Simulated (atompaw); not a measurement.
**Varying the PAW (atompaw) potential for Bi**

Base potential:

- Element: Bi (Z = 83)
- Generator: atompaw 4.2.0.5
- Type: PAW
- Functional: LDA (PW92)
- Relativity: scalar-relativistic
- Frozen core: [Kr] 4d10 4f14
- Valence charge: 23
- Reference configuration: 5s2 5p6 5d10 6s2 6p2.5 (charge +0.5)
- Partial waves: 5s (bound): rc 1.45 bohr; 6s (bound): rc 2.15 bohr; 5p (bound): rc 1.70 bohr; 6p (bound): rc 2.15 bohr; 5d (bound): rc 2.15 bohr; 5d channel at -1.85 Ry: rc 2.15 bohr
- Local potential: ultrasoft scheme with l = 3 at 0 Ry, radius 1.75 bohr
- Core correction: smooth core density matched at 1.75 bohr
- Augmentation charge: sinc compensation charge, radius 1.60 bohr; PAW radius 2.15 bohr; waves and projectors: custom polynom2 7 10 vanderbiltortho

All-electron outer shells of the reference configuration (LDA (PW92), scalar-relativistic, ld1.x):

```
shell  level (eV)  outermost node (bohr)  outermost maximum (bohr)
   4d     -433.81                   0.19                      0.38
   5s     -161.94                   0.44                      0.77
   4f     -156.86                      –                      0.34
   5p      -99.87                   0.48                      0.86
   5d      -31.08                   0.51                      1.03
   6s      -18.46                   0.98                      1.86
   6p       -8.11                   1.14                      2.41
```

Cutoffs, loose and tight: the cutoffs (Ry, on a coarse ladder) from which the occupation-weighted sum of valence levels, in a spherical-Bessel basis at the reference potential, stays within 10 and 1 mRy of its value at 400 Ry. They see the waves, projectors and local potential, not the compensation charge or the core. A dash means not determined.

A true bound ghost makes a file unfit for plane-wave use even where its test errors are small: the radial tests pick states by their node count and pass the ghost by.

| change | outcome | cutoff, loose | cutoff, tight | bound ghosts |
| --- | --- | --- | --- | --- |
| base | generated | 25 Ry | 160 Ry | none |
| all radii scaled by about 0.77 (s 1.12, p 1.30, d 1.66 bohr); local potential ultrasoft scheme with l = 3 at 0 Ry, radius 1.34 bohr; augmentation sinc compensation charge, radius 1.24 bohr; PAW radius 1.66 bohr; waves and projectors: custom polynom2 7 10 vanderbiltortho; core correction smooth core density matched at 1.34 bohr | generated | 260 Ry | over 300 Ry | none |
| all radii scaled by about 0.85 (s 1.22, p 1.44, d 1.82 bohr); local potential ultrasoft scheme with l = 3 at 0 Ry, radius 1.48 bohr; augmentation sinc compensation charge, radius 1.36 bohr; PAW radius 1.82 bohr; waves and projectors: custom polynom2 7 10 vanderbiltortho; core correction smooth core density matched at 1.48 bohr | generated | 160 Ry | over 300 Ry | none |
| all radii scaled by about 1.25 (s 1.80, p 2.12, d 2.68 bohr); local potential ultrasoft scheme with l = 3 at 0 Ry, radius 2.18 bohr; augmentation sinc compensation charge, radius 2.00 bohr; PAW radius 2.68 bohr; waves and projectors: custom polynom2 7 10 vanderbiltortho; core correction smooth core density matched at 2.18 bohr | generated | 30 Ry | 70 Ry | none |

(1) What comes out with this change to the base: all radii scaled by about 1.18 (s 1.70, p 2.00, d 2.54 bohr); local potential ultrasoft scheme with l = 3 at 0 Ry, radius 2.06 bohr; augmentation sinc compensation charge, radius 1.88 bohr; PAW radius 2.54 bohr; waves and projectors: custom polynom2 7 10 vanderbiltortho; core correction smooth core density matched at 2.06 bohr?

(2) What comes out with this change to the base: all radii scaled by about 1.08 (s 1.56, p 1.82, d 2.32 bohr); local potential ultrasoft scheme with l = 3 at 0 Ry, radius 1.88 bohr; augmentation sinc compensation charge, radius 1.72 bohr; PAW radius 2.32 bohr; waves and projectors: custom polynom2 7 10 vanderbiltortho; core correction smooth core density matched at 1.88 bohr?

## Answers

(1) outcome: generated; cutoff, loose: 35 Ry; cutoff, tight: 80 Ry; bound ghosts: none.

(2) outcome: generated; cutoff, loose: 30 Ry; cutoff, tight: 90 Ry; bound ghosts: s.

Reading the sweep of the scale of all radii (base = 1) (base included, trends over the rows without a ghost): The loose cutoff is not monotonic: lowest 25 Ry at 1, highest 260 Ry at 0.77. Bound ghosts are found at 1.08.
